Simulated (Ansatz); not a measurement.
`[CH3][Ge]([NH2])([OH])[Cl]`, relaxed with RKS PBE-D4/def2-SVP in Ansatz from a rough embedded geometry. The force threshold is 0.03 eV/Å; the program also tests the step.

The species carries charge 0 and has multiplicity 1.

Start:

```xyz
11

C     0.958   -0.258    0.927
Ge   -0.282   -0.208   -0.517
N    -1.611    0.982   -0.092
O     0.496    0.365   -2.007
Cl   -1.156   -2.166   -0.881
H     0.437   -0.662    1.883
H     1.397    0.699    1.135
H     1.735   -1.035    0.704
H    -2.076    0.695    0.839
H    -1.166    1.931    0.140
H     1.268   -0.342   -2.132
```

Question: How much energy does the relaxation release, and in how many steps? (Best estimate.)

Answer: The calculation gave: 14.13 kcal/mol, in 27 steps, 3 of them rejected.

Question: Which bonds change most? (An estimate is asked.)

Answer: Computed: O4–H11 from 1.054 to 0.976 Å; C1–H6 from 1.161 to 1.107 Å; N3–H9 from 1.079 to 1.026 Å; N3–H10 from 1.074 to 1.026 Å.

Question: Give the relaxed structure. (Estimate.)

Answer: Ansatz gave: 
```xyz
11

C     1.189   -0.260    1.061
Ge   -0.163   -0.124   -0.330
N    -1.381    1.179    0.062
O     0.472    0.320   -1.944
Cl   -1.031   -2.142   -0.615
H     0.704   -0.426    2.042
H     1.772    0.680    1.098
H     1.861   -1.112    0.848
H    -2.076    1.321   -0.679
H    -1.872    1.047    0.953
H     0.524   -0.483   -2.496
```
